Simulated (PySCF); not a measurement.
Arsenic: a sound run and one with changed settings

Sound run: As⁺ [Ar] 3d10 4s2 4p2, As²⁺ [Ar] 3d10 4s2 4p1. Computed with PySCF 2.14 in def2-TZVP, with the non-relativistic Hamiltonian (point nucleus). In the sound run the correlated levels freeze [Ar] 3d10. The sound run starts from symmetry-adapted Hartree-Fock orbitals and uses a fine grid where one is needed.

Changed run: scalar relativity by spin-free X2C-1e. This setting is unsound on purpose.

```csv
species,method,sound run (hartree),changed run (hartree),converged
As⁺,UHF,-2233.84690,-2253.30320,yes
As⁺,BP86,-2235.70729,-2255.15351,yes
As⁺,B3LYP,-2235.48651,-2254.93403,yes
As⁺,MP2,-2233.90115,-2253.35709,yes
As⁺,CCSD(T),-2233.91837,-2253.37388,yes
As²⁺,UHF,-2233.18621,-2252.64163,yes
As²⁺,BP86,-2235.02326,-2254.46876,yes
As²⁺,B3LYP,-2234.80543,-2254.25210,yes
As²⁺,MP2,-2233.22671,-2252.68181,yes
As²⁺,CCSD(T),-2233.24193,-2252.69659,yes
```

Ionisation energy of As⁺:

```csv
method,sound run (eV),changed run (eV)
UHF,17.978,18.002
BP86,18.613,18.633
B3LYP,18.533,18.556
MP2,18.353,18.375
SCS-MP2,18.278,18.301
CCSD,18.382,18.405
CCSD(T),18.407,18.430
```

Most of the change in total energy is the relativistic energy itself. On top of that the contraction fixes the core shape for the Hamiltonian it was made with, so the changed run is not a good calculation with the other Hamiltonian either.

For comparison, NIST gives 18.589 eV between the lowest levels.
